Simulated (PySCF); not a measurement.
GeS, SMILES [S]=[Ge] (connectivity only; charge and spin as stated), neutral, multiplicity 1. Coordinates come from a B3LYP-D3(BJ)/def2-TZVP optimisation.

TDDFT-B3LYP/def2-TZVPD (PySCF) puts the lowest singlet excitations at 3.68, 3.92, 3.92, 4.14, 4.14, 5.63 eV.

### Question
What are the lowest excitation roots from ADC(2)/aug-cc-pVDZ (PySCF)? (Estimate from the structure and the level; the computed values follow.)

### Answer
3.95, 4.03, 4.03, 4.30, 4.30, 5.18 eV. S1 differs by 0.28 eV (second minus first; roots are paired by order, and the bases may differ).
